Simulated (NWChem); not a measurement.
CH₅FOSi₂; SMILES [SiH2]1CO[Si@H]1F

```xyz
10

F      0.4389    -2.0234    -0.5724
Si     0.0628    -0.8470     0.4842
O     -1.3736    -0.0817     0.0807
C     -1.0263     1.2261    -0.4116
Si     0.8700     1.2778    -0.0140
H     -0.0065    -1.5200     1.8074
H     -1.6187     1.9905     0.1178
H     -1.2588     1.3060    -1.4874
H      1.7930     1.5147    -1.1633
H      1.2274     2.1849     1.1186
```
Atoms are numbered in this order, from 1.

All runs: NWChem. Medium grid unless said otherwise, to which SCAN and Minnesota functionals are sensitive. Geometry: optimised at PBE0/def2-SVP.

For level PW6B95/def2-TZVP:

highest occupied level (eV): -8.00
orbital gap (eV): 7.56
dipole (D): 2.24

### Question
What are these values for level r2SCAN/def2-TZVP?

### Answer
The highest occupied level (eV) is -7.00. The orbital gap (eV) is 5.98 and the dipole (D) comes out as 2.07.
